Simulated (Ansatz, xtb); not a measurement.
**Relaxing a trial structure of ClHSi2Sn**

The starting geometry of this gas-phase singlet has its atoms placed at random.

```xyz
5

Cl   -0.3207   -0.9533   -0.2198
Si   -1.2917   -0.1577    1.4816
Si    1.2338    0.6851   -0.5683
Sn    0.9690   -0.3588    1.5325
H    -1.1879    0.7704    0.5758
```

Task: Guess where an optimisation with r2SCAN-D4/def2-SVP ends from this start.

Result: It ends as a structure with Cl1 bridging Si2 and Si3, H5 bridging Si3 and Si2, given below by its coordinates. Distances that change by over a tenth: Cl1–Si2 (2.11 → 2.39 Å), Cl1–Sn4 (2.26 → 2.82 Å), Si2–Sn4 (2.27 → 2.68 Å), Si2–H5 (1.30 → 1.72 Å), Si3–Sn4 (2.36 → 2.68 Å). Contacts that close: Si3–H5 (2.68 → 1.72 Å).

The energy falls by 4.70 eV over 11 steps:

```tsv
step	E − E(last) (eV)
1	4.701
2	1.960
3	0.881
4	0.439
5	0.215
7	0.028
8	0.005
9	0.000
10	0.000
11	0.000
```

Final geometry (Å):

```yaml
atoms:
  - { symbol: Cl, position_ang: [-0.2972, -1.3344, -0.3667] }
  - { symbol: Si, position_ang: [-1.2279, -0.0816, 1.4486] }
  - { symbol: Si, position_ang: [0.5815, 0.8913, -0.2957] }
  - { symbol: Sn, position_ang: [1.3790, -0.6064, 1.7782] }
  - { symbol: H, position_ang: [-1.0330, 1.1169, 0.2372] }
```

From the same start GFN2-xTB ends elsewhere, differing in Cl1–Si2 (3.08 against 2.39 Å here), Cl1–Si3 (3.20 against 2.39 Å here), Cl1–Sn4 (2.53 against 2.82 Å here), Si2–Si3 (2.36 against 2.70 Å here), Si3–H5 (3.57 against 1.72 Å here).

From so rough a start the end depends on the optimiser's path, so another program may land elsewhere. The end wasn't checked by frequencies. Atoms past krypton carry core potentials, without spin–orbit terms. Run with Ansatz 0.2.0, 15 s on 1 thread of AMD EPYC 9R45 96-Core Processor (Zen 5), with other jobs on the host.
